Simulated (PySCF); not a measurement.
C3H7O, SMILES C(C)(C)[O], multiplicity 2. Atoms are numbered in the order given.

```xyz
11

C      0.0727    -0.6326    -1.2916
C     -0.2712     0.1386     0.0000
C      0.0727    -0.6326     1.2916
O      0.1413     1.4269     0.0000
H      1.1682    -0.8010    -1.3386
H     -0.4305    -1.6195    -1.3253
H     -0.2239    -0.0419    -2.1794
H     -1.4027     0.2688     0.0000
H      1.1682    -0.8010     1.3386
H     -0.4305    -1.6195     1.3253
H     -0.2239    -0.0419     2.1794
```
Charge 0, spin multiplicity 2.

Coordinates come from a PBE-D3(BJ)/def2-SVP optimisation. The isomer is the one that the SMILES or the coordinates give; other isomers of the formula were not compared.

These are PBE/pcH-1 run with PySCF values and carry that method's errors.

Unrestricted Kohn–Sham, ⟨S²⟩ = 0.752. Hyperfine tensors hold the contact and dipolar terms, without spin-orbit corrections.

Computed hyperfine couplings:
| nucleus | A(iso) (MHz) | A(iso) (G) | dipolar principal values (MHz) |
|---|---|---|---|
| 13C no. 1 | 19.4 | 6.9 | -3.7, -3.1, 6.8 |
| 13C no. 2 | -33.9 | -12.1 | -8.3, 1.0, 7.3 |
| 13C no. 3 | 19.4 | 6.9 | -3.7, -3.1, 6.8 |
| 17O no. 4 | -26.7 | -9.5 | -245.0, 122.2, 122.8 |
| 1H no. 5 | 9.8 | 3.5 | -3.9, -2.0, 5.9 |
| 1H no. 6 | -2.4 | -0.8 | -3.2, -1.9, 5.1 |
| 1H no. 7 | -0.3 | -0.1 | -3.8, -3.3, 7.1 |
| 1H no. 8 | 340.5 | 121.5 | -10.0, -2.4, 12.4 |
| 1H no. 9 | 9.8 | 3.5 | -3.9, -2.0, 5.9 |
| 1H no. 10 | -2.4 | -0.8 | -3.2, -1.9, 5.1 |
| 1H no. 11 | -0.3 | -0.1 | -3.8, -3.3, 7.1 |

**Question.** And the g tensor (effective nuclear charges for spin-orbit coupling, GIAO)? (Estimate from the structure and the level; the computed values follow.)

**Answer.** principal values 2.0022, 2.0082, 2.0403; isotropic 2.0169.
